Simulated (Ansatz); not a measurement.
Computed with Ansatz on PBE0-D4/def2-TZVP structures; ΔE is electronic, products minus reactants. CCSD(T)/CBS is the MP2 limit (def2-TZVPP, def2-QZVPP) plus CCSD(T) − MP2 in def2-TZVPP, frozen cores. This one scheme is used for every species. Functionals use def2-TZVPP. For Br outer-core shells are correlated without core-valence functions, which leaves a few kJ/mol of doubt a bond. Scalar relativity is left out up to krypton. Each species was taken in one conformer, which may not be the lowest.

`[SiH3][SiH](Cl)Br` + NH₃ → `N[SiH](Cl)Br` + SiH₄  (cleavage of the Si–Si bond)

`[SiH3][SiH](Cl)Br`:

Cartesian coordinates in Å:
```
Si -0.290 -0.799 -0.906
Si 0.209 0.583 0.909
Cl 2.246 0.755 1.091
Br -0.675 2.586 0.538
H -1.766 -0.913 -1.037
H 0.285 -0.187 -2.130
H 0.302 -2.144 -0.682
H -0.310 0.119 2.216
```

NH₃:

Cartesian coordinates in Å:
```
N 0.012 0.266 0.093
H 0.556 -0.359 0.674
H -0.937 -0.088 0.084
H 0.369 0.181 -0.851
```

`N[SiH](Cl)Br`:

Cartesian coordinates in Å:
```
N 0.148 0.680 -0.888
Si -0.265 -0.233 0.476
Cl -1.318 -1.859 -0.166
Br 1.460 -0.994 1.660
H 0.505 0.225 -1.714
H 0.541 1.601 -0.771
H -1.071 0.581 1.402
```

SiH₄:

Cartesian coordinates in Å:
```
Si 0.000 0.000 0.000
H 1.203 -0.335 0.803
H -1.133 -0.860 0.424
H 0.285 -0.230 -1.439
H -0.355 1.426 0.212
```

CCSD(T)/CBS gives -63.6 kJ/mol.

Question: Another level gave -61.6 kJ/mol. Which?
A. revPBE/def2-TZVPP
B. PBE0-D4/def2-TZVPP
C. B97M-V/def2-TZVPP
D. CCSD/def2-TZVPP

Answer: C. B97M-V -61.6, CCSD/def2-TZVPP -67.9, PBE0-D4 -53.2, revPBE -46.6 kJ/mol.

Largest T1 diagnostic among the species: 0.011.

From BLYP to BHLYP (50 % exact exchange), in def2-TZVPP and without D4, ΔE moves by −12.6 kJ/mol. Leaving LDA and LC-ωPBE aside and taking each functional with its dispersion term where it has one, the values, not all of them listed here, spread over 24.1 kJ/mol, from CAM-B3LYP-D4 to PBE-D4. LDA lies −8.7 kJ/mol from PBE without D4.

CCSD(T)/CBS has its own doubt, a few kJ/mol and more with outer-core shells, so smaller differences from it don't rank the levels.
